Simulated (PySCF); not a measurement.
# Charge on either side of a bond

Species: C₇H₁₃N₃.
Atom-mapped SMILES: `[CH3:1][n:2]1[cH:3][c:4]([C:5]([CH3:6])([CH3:7])[CH3:8])[n:9][n:10]1` (hydrogens: H11, H12, H13 on C1; H14 on C3; H15, H16, H17 on C6; H18, H19, H20 on C7; H21, H22, H23 on C8)

Geometry (GFN2-xTB, Å), atoms numbered from 1 in this order:
```
atom  x, y, z in Å
C1     3.7205   -0.3096   -0.1056
N2     2.3584    0.1127    0.0270
C3     1.2299   -0.6150   -0.1484
C4     0.2025    0.2738    0.0895
C5    -1.2842    0.0945    0.0377
C6    -1.8308    0.9618   -1.1028
C7    -1.6391   -1.3729   -0.2064
C8    -1.8799    0.5669    1.3683
N9     0.7686    1.4653    0.3891
N10    2.0412    1.3593    0.3497
H11    3.9293   -1.1448    0.5648
H12    3.9282   -0.6163   -1.1326
H13    4.3546    0.5356    0.1551
H14    1.2539   -1.6506   -0.4124
H15   -1.5450    1.9984   -0.9460
H16   -2.9156    0.8949   -1.1407
H17   -1.4286    0.6324   -2.0591
H18   -1.2264   -1.7193   -1.1517
H19   -1.2521   -2.0012    0.5934
H20   -2.7196   -1.4904   -0.2420
H21   -2.9661    0.5222    1.3327
H22   -1.5723    1.5904    1.5643
H23   -1.5324   -0.0614    2.1862
```

Atomic charges (e) from the PBE0/pcSseg-1 density (PySCF):

```json
{"atom": "C1", "Mulliken": "-0.0290", "IAO": "-0.3170", "Hirshfeld": "-0.0507", "ESP-fitted": "-0.4004"}
{"atom": "N2", "Mulliken": "-0.4585", "IAO": "+0.0380", "Hirshfeld": "+0.0402", "ESP-fitted": "+0.6595"}
{"atom": "C3", "Mulliken": "+0.1578", "IAO": "-0.1610", "Hirshfeld": "-0.0373", "ESP-fitted": "-0.8030"}
{"atom": "C4", "Mulliken": "+0.1516", "IAO": "+0.0440", "Hirshfeld": "+0.0201", "ESP-fitted": "+0.6230"}
{"atom": "C5", "Mulliken": "-0.5855", "IAO": "+0.0480", "Hirshfeld": "+0.0252", "ESP-fitted": "+0.2366"}
{"atom": "C6", "Mulliken": "-0.1305", "IAO": "-0.4127", "Hirshfeld": "-0.1208", "ESP-fitted": "-0.3820"}
{"atom": "C7", "Mulliken": "-0.1541", "IAO": "-0.4171", "Hirshfeld": "-0.1191", "ESP-fitted": "-0.5911"}
{"atom": "C8", "Mulliken": "-0.1316", "IAO": "-0.4140", "Hirshfeld": "-0.1213", "ESP-fitted": "-0.3362"}
{"atom": "N9", "Mulliken": "-0.2834", "IAO": "-0.2103", "Hirshfeld": "-0.1304", "ESP-fitted": "-0.3290"}
{"atom": "N10", "Mulliken": "-0.0211", "IAO": "-0.1163", "Hirshfeld": "-0.0844", "ESP-fitted": "-0.3854"}
{"atom": "H11", "Mulliken": "+0.1280", "IAO": "+0.1593", "Hirshfeld": "+0.0576", "ESP-fitted": "+0.1419"}
{"atom": "H12", "Mulliken": "+0.1296", "IAO": "+0.1590", "Hirshfeld": "+0.0570", "ESP-fitted": "+0.1436"}
{"atom": "H13", "Mulliken": "+0.1396", "IAO": "+0.1826", "Hirshfeld": "+0.0640", "ESP-fitted": "+0.1352"}
{"atom": "H14", "Mulliken": "+0.0831", "IAO": "+0.1693", "Hirshfeld": "+0.0629", "ESP-fitted": "+0.2865"}
{"atom": "H15", "Mulliken": "+0.1287", "IAO": "+0.1513", "Hirshfeld": "+0.0389", "ESP-fitted": "+0.0887"}
{"atom": "H16", "Mulliken": "+0.1023", "IAO": "+0.1323", "Hirshfeld": "+0.0383", "ESP-fitted": "+0.1159"}
{"atom": "H17", "Mulliken": "+0.1017", "IAO": "+0.1353", "Hirshfeld": "+0.0344", "ESP-fitted": "+0.0879"}
{"atom": "H18", "Mulliken": "+0.1099", "IAO": "+0.1324", "Hirshfeld": "+0.0359", "ESP-fitted": "+0.1468"}
{"atom": "H19", "Mulliken": "+0.1110", "IAO": "+0.1350", "Hirshfeld": "+0.0359", "ESP-fitted": "+0.1402"}
{"atom": "H20", "Mulliken": "+0.1153", "IAO": "+0.1407", "Hirshfeld": "+0.0424", "ESP-fitted": "+0.1676"}
{"atom": "H21", "Mulliken": "+0.1006", "IAO": "+0.1319", "Hirshfeld": "+0.0381", "ESP-fitted": "+0.1083"}
{"atom": "H22", "Mulliken": "+0.1322", "IAO": "+0.1537", "Hirshfeld": "+0.0378", "ESP-fitted": "+0.0665"}
{"atom": "H23", "Mulliken": "+0.1022", "IAO": "+0.1360", "Hirshfeld": "+0.0353", "ESP-fitted": "+0.0788"}
```

**Question.** Cut each of the bonds C1–N2, C4–C5 and C6–C5 in turn and sum the charges on the side of the atom named first.

**Answer.** In e; the other side holds the opposite charge:

```
bond cut   piece  atoms  Mulliken     IAO  Hirshfeld  ESP-fitted
   C1–N2     CH3      4    +0.368  +0.184     +0.128      +0.020
   C4–C5  C3H4N3     10    -0.002  -0.052     -0.001      +0.072
   C6–C5     CH3      4    +0.202  +0.006     -0.009      -0.089
```

Extremes among these pieces. Mulliken: lowest C3H4N3 at C4, highest CH3 at C1; IAO: lowest C3H4N3 at C4, highest CH3 at C1; Hirshfeld: lowest CH3 at C6, highest CH3 at C1; ESP-fitted: lowest CH3 at C6, highest C3H4N3 at C4.

**Question.** Do the schemes agree better on the pieces than on the single atoms at the cuts?

**Answer.** The spread between schemes averages 0.255 e for the pieces and 0.422 e for the atoms named first; it is smaller for the piece at 3 of the 3 cuts. On average they agree better on the pieces. The sign differs between schemes (beyond ±0.03 e) for C3H4N3 at C4 and CH3 at C6.

Isolated species at its GFN2-xTB geometry, gas phase.
